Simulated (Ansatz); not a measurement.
`O=[CH][GaH][SiH3]` + H–F → `O=[CH][GaH][F]` + SiH₄  (cleavage of the Ga–Si bond)

Calculated with Ansatz (gas phase, PBE0-D4/def2-TZVP geometries, no zero-point term in ΔE). CCSD(T)/CBS adds triple-zeta CCSD(T) − MP2 to the extrapolated MP2 energy (def2 sets, frozen cores). This one scheme is used for every species. Functionals use def2-TZVPP. B3LYP here is the variant with VWN-RPA as its local correlation; programs differ in this. For Ga outer-core shells are correlated without core-valence functions, which leaves a few kJ/mol of doubt a bond. Scalar relativity is left out up to krypton. Each species was taken in one conformer, which may not be the lowest.

`O=[CH][GaH][SiH3]`:

Z-matrix (Å, degrees):
```
Si
Ga 1 2.410
H 1 1.487 2 111.9
H 1 1.491 2 108.3 3 -118.9
H 1 1.488 2 112.0 3 122.4
C 2 2.015 1 119.2 3 8.3
H 2 1.571 1 123.6 3 -161.3
O 6 1.210 2 110.5 1 -81.6
H 6 1.115 2 130.3 1 98.5
```

H–F:

Cartesian coordinates in Å:
```
F 0.213 -0.232 -0.335
H -0.213 0.232 0.335
```

`O=[CH][GaH][F]`:

Z-matrix (Å, degrees):
```
C
Ga 1 2.030
O 1 1.202 2 120.5
H 1 1.115 2 119.6 3 180.0
F 2 1.762 1 112.4 3 -179.9
H 2 1.556 1 131.1 3 0.1
```

SiH₄:

Z-matrix (Å, degrees):
```
Si
H 1 1.485
H 1 1.485 2 109.5
H 1 1.485 2 109.5 3 -120.0
H 1 1.485 2 109.5 3 120.0
```

(1) Is it downhill or uphill in electronic energy at CCSD(T)/CBS, and by how much? (Best estimate.)

(2) What do these levels give: revPBE-D4, BLYP-D4, r2SCAN-D4, B3LYP-D4, r2SCAN0-D4, CAM-B3LYP-D4, B3LYP, BHLYP, CCSD(T)/def2-SVP, MP2/def2-TZVPP, SCS-MP2/def2-QZVPP, MP2/CBS(def2)? (Estimate.)

(3) What do rigid-rotor, harmonic-oscillator terms from PBE0-D4/def2-TZVP frequencies (298.15 K, 1 bar) make of the CCSD(T)/CBS value? (Best estimate.)

Largest T1 diagnostic among the species: 0.017.

## Answers

(1) The calculation gave: Downhill: ΔE = -73.6 kJ/mol.

(2) The calculation gave: revPBE-D4 -68.8, BLYP-D4 -86.0, r2SCAN-D4 -80.6, B3LYP-D4 -85.1, r2SCAN0-D4 -78.1, CAM-B3LYP-D4 -92.9, B3LYP -91.9, BHLYP -96.0, CCSD(T)/def2-SVP -101.8, MP2/def2-TZVPP -84.8, SCS-MP2/def2-QZVPP -90.1, MP2/CBS(def2) -77.2 kJ/mol.

(3) Ansatz gave: ΔZPE = -1.2 kJ/mol, ΔH = -78.4 kJ/mol, ΔS = -18 J/(mol·K), ΔG = -72.9 kJ/mol. Modes under 50 cm⁻¹ make the entropy rough.

In def2-TZVPP, CCSD(T) changes the Hartree–Fock value by +27.3 kJ/mol (the triples alone add +2.8 kJ/mol) and MP2 by +23.8 kJ/mol. At CCSD(T), def2-SVP lies −28.1 kJ/mol from the extrapolated value and def2-TZVPP −7.6 kJ/mol. Leaving LDA and LC-ωPBE aside and taking each functional with its dispersion term where it has one, the values, not all of them listed here, spread over 25.4 kJ/mol, from CAM-B3LYP-D4 to PBE-D4. LDA lies +8.1 kJ/mol from PBE without D4.
